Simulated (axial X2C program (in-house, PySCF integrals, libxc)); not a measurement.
**Levels of GaI⁺ by electron attachment to GaI²⁺ (EOM-EA-CCSD)**

Calculated with an in-house all-electron X2C program for linear molecules (integrals from PySCF): two-component X2C with atomic mean-field Coulomb and Gaunt terms, Gaussian nuclei, basis I dyall-acv3z, Ga dyall-acv3z with contracted cores.

R = 2.590 Å (near the PBE0 minimum at charge 1 of the determinant lowest at the starting distance; the state shown can have its own minimum elsewhere).

Hartree–Fock spinors of GaI²⁺ (one of each Kramers pair; a window near the gap, which can cut inner shells):

```tsv
ω	occupied	ε (eV)	character
1/2	yes	-26.17	48% I p, 38% Ga s, 5% I s
1/2	yes	-22.91	65% I p, 20% Ga s, 4% Ga p
3/2	yes	-22.47	86% I p, 5% Ga d, 5% Ga f
1/2	no	-14.75	50% I p, 26% Ga p, 17% Ga s
1/2	no	-10.39	79% Ga p, 12% I d, 4% I p
3/2	no	-10.34	78% Ga p, 13% I d, 4% I p
1/2	no	-8.03	48% Ga p, 16% I p, 13% I d
1/2	no	-6.50	49% Ga s, 23% I s, 11% I d
5/2	no	-5.32	67% Ga d, 31% I d
```

Levels of GaI⁺ obtained by attaching an electron to GaI²⁺:

```tsv
Ω	binding energy (eV)	above lowest (cm⁻¹)	attached spinor	one-particle weight
1/2	15.428	0	35% I pσ, 23% Ga pσ, 17% Ga sσ	0.94
1/2	11.394	32542	80% Ga pπ, 12% I dπ	0.91
3/2	11.288	33394	80% Ga pπ, 12% I dπ	0.92
```

(1) What is the splitting of the first π pair in the table, and is it regular or inverted?

This point took 27 s on 1 thread of Arm Neoverse V1, on a shared host.

Reference electrons by ω block (each with its −ω partner): 1/2: 26, 3/2: 12, 5/2: 3. 18 electrons of GaI²⁺ correlated (inner shells frozen), 84 natural virtual spinors (a truncated set); levels can be off by some tenths of an eV. Roots sought by Ω: (1/2: 5, 3/2: 4, 5/2: 2, 7/2: 1); the list ends where they run out and leaves out roots under 60 % one-particle weight. The solver can skip a root, and states that need a further excitation, which the method places far too high, are missing though they may lie low or lowest. T1 of the reference 0.031 (Lee–Taylor). The reference was not checked to be the lowest state of its species. Number of frozen shells: I 4 s, 3 p, 2 d; Ga 3 s, 2 p. Large amplitudes in the reference (orbital relaxation or multireference character) lower the reliability.

Answers

(1) E(3/2) − E(1/2) = 33394 − 32542 = 852 cm⁻¹ at EOM-EA-CCSD: regular, Ω = 1/2 lower. Splittings at this level can be off by ten to twenty per cent.
